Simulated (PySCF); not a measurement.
## Exercise with solution: dipole moment from atomic charges

GaCl₂I, SMILES [Cl][Ga]([Cl])[I]. Atoms are numbered in the order given.

```xyz
4

Ga     0.0000     0.0000     0.7854
Cl     0.0000     1.8225     1.8850
Cl     0.0000    -1.8225     1.8850
I      0.0000     0.0000    -1.6686
```

The structure is a stationary point at PBE0-D3(BJ)/def2-SVP. The structure was generated by enumeration; whether it is a known compound was not checked. The def2 effective core potentials stand for the cores of I; spin–orbit coupling is left out.

Charges (e) from PBE/def2-TZVP run with PySCF:

```csv
atom,Mulliken,ESP fit
Ga1,0.509,0.364
Cl2,-0.192,-0.153
Cl3,-0.192,-0.153
I4,-0.126,-0.057
```

The dipole moment of the full density is 1.02 D.

What dipole moment does each set of point charges give, and which comes closer to that of the density?


μ = Σ q r, and 1 e Å = 4.8032 D.
Mulliken: Σ q r = (0.000, 0.000, -0.114) e Å, |μ| = 0.55 D.
ESP fit: Σ q r = (0.000, 0.000, -0.196) e Å, |μ| = 0.94 D.
ESP fit comes closer in size. Point charges leave out the atoms' own dipoles (lone pairs, polarised bonds); fits to the potential absorb them, partitions of the density don't.
